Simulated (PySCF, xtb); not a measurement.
molecular hydrogen (H2), SMILES [H][H].

Harmonic wavenumbers (cm⁻¹) from GFN2-xTB run with xtb 6.7.1 at its own minimum, in rising order: 3751.

Q: What does B3LYP-D3(BJ)/def2-TZVPD run with PySCF give at its own minimum? (An estimate is asked for; the answer gives what the named calculation found.)

A: 4412. Paired by order, the mean absolute difference is 661 cm⁻¹ and the zero-point energies are 5.4 and 6.3 kcal/mol.
